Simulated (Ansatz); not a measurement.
`O[C](=S)[InH][F]` and `OC(=S)S` differ in one atom or group.

Ansatz, PBE0-D4/def2-TZVP geometries, multiplicity 1. Each molecule was computed in one conformer, which needn't be the lowest.

Elements past krypton have def2 core potentials.

| property | `O[C](=S)[InH][F]` |
| --- | --- |
| HOMO energy (ωB97M-V/def2-TZVPP) / eV | -8.58 |
| LUMO energy (PBE0/def2-TZVPP) / eV | -2.68 |
| HOMO–LUMO gap (PBE/def2-TZVPP) / eV | 2.03 |
| size of the dipole moment (ωB97M-V/def2-TZVPP) / D | 3.77 |
| LUMO energy (PBE/def2-TZVPP) / eV | -3.40 |
| size of the dipole moment (B3LYP/def2-TZVPP) / D | 3.43 |

Q: Give the same properties after the change, and the shifts. (Estimate.)

A: Computed: 
```csv
property,`OC(=S)S`,shift
HOMO energy (ωB97M-V/def2-TZVPP) / eV,-9.20,-0.62
LUMO energy (PBE0/def2-TZVPP) / eV,-1.60,1.08
HOMO–LUMO gap (PBE/def2-TZVPP) / eV,3.36,1.33
size of the dipole moment (ωB97M-V/def2-TZVPP) / D,2.41,-1.36
LUMO energy (PBE/def2-TZVPP) / eV,-2.45,0.95
size of the dipole moment (B3LYP/def2-TZVPP) / D,2.37,-1.06
```

With PBE0 the HOMO falls by 0.52 eV and the LUMO rises by 1.08 eV, so the gap widens by about 1.60 eV. PBE moves the HOMO by -0.38 eV and ωB97M-V by -0.62 eV. The zero-point energy changes by 5.1 kJ/mol with -3 modes. Dipoles are sizes alone; their direction can turn.

B3LYP here is the variant with VWN-RPA as its local correlation; programs differ in this.
